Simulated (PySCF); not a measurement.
**PBE on As (arsenic, neutral)**

Configuration: [Ar] 3d10 4s2 4p2 4d1, one real determinant (an excited configuration). All numbers are calculated (PySCF 2.14, the spin-free X2C one-electron Hamiltonian (Gaussian nucleus), in aug-cc-pVQZ-DK (8s7p5d3f2g, 93 functions)).

```json
{"Total energy": "-2260.113 hartree", "One-electron energy": "-3139.472 hartree", "Hartree (Coulomb) energy": "963.223 hartree", "Exchange-correlation energy": "-83.863 hartree", "⟨S²⟩": "3.7511", "⟨L²⟩": "7.953", "Sum of ⟨r⟩": "26.80 bohr", "Sum of ⟨r²⟩": "59.45 bohr²", "Traceless quadrupole moment −½Σ⟨3z² − r²⟩ along its main axis": "-2.95 e·bohr²", "Langevin diamagnetic susceptibility": "-47.1 ×10⁻⁶ cm³/mol"}
```

```csv
shell,electrons,mean orbital energy (hartree),spread (hartree),"rms radius, mean of both spins (bohr)"
1s α,1,-430.42783,0,0.0524
1s β,1,-430.42496,0,0.0524
2s α,1,-54.79917,0,0.220
2s β,1,-54.79787,0,0.220
2p α,3,-48.08859,0.00365,0.196
2p β,3,-48.08601,0.00576,0.196
3s α,1,-7.14791,0,0.642
3s β,1,-7.14380,0,0.642
3p α,3,-5.06928,0.01374,0.669
3p β,3,-5.06455,0.01747,0.669
3d α,5,-1.65394,0.01294,0.760
3d β,5,-1.64643,0.01818,0.760
4s α,1,-0.67656,0,2.02
4s β,1,-0.60986,0,2.02
4p α,2,-0.31592,0,2.55
4d α,1,-0.00277,0,5.36
```

⟨L²⟩ = 7.95 against 12 for a pure F term, so this real determinant mixes terms. The outer electron is Rydberg-like, and this basis confines it to a smaller radius and binds it less than a complete one would.

Densities and radii are taken from the X2C orbitals without a picture-change correction, which distorts them close to the nucleus.
